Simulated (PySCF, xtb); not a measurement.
Si(H)2(OH)(SiH3) (H6OSi2), SMILES O[SiH2][SiH3]. One conformer was computed; it need not be the lowest.

Harmonic wavenumbers (cm⁻¹) from GFN2-xTB (xtb) at its own minimum, in rising order: 34, 170, 250, 379, 443, 474, 483, 619, 731, 766, 791, 811, 825, 833, 879, 2164, 2182, 2227, 2242, 2280, 3684.

Question: What does PBE0-D3(BJ)/def2-SVP run with PySCF give at its own minimum? (An estimate is asked for; the answer gives what the named calculation found.)

Answer: 107, 145, 224, 355, 416, 510, 604, 726, 821, 835, 896, 907, 930, 931, 950, 2192, 2210, 2220, 2229, 2254, 3933. Paired by order, the mean absolute difference is 68 cm⁻¹ and the zero-point energies are 33.3 and 34.9 kcal/mol.
